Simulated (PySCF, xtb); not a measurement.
Sb(Br)(TeH)2 (BrH2SbTe2), SMILES [Sb]([Br])([TeH])[TeH].

GFN2-xTB (xtb) at its own geometry gives an orbital gap of 3.40 eV and a dipole moment of 5.61 D.

The structure is a stationary point at PBE0-D3(BJ)/def2-SVP. The structure was generated by enumeration; whether it is a known compound was not checked. The def2 effective core potentials stand for the cores of Sb, Te; spin–orbit coupling is left out.

**Question.** What does PySCF with M06-2X/def2-TZVP give? (An estimate is asked for; the answer gives what the named calculation found.)

**Answer.** gap 6.34 eV (levels -7.75 and -1.41 eV), dipole 2.13 D.
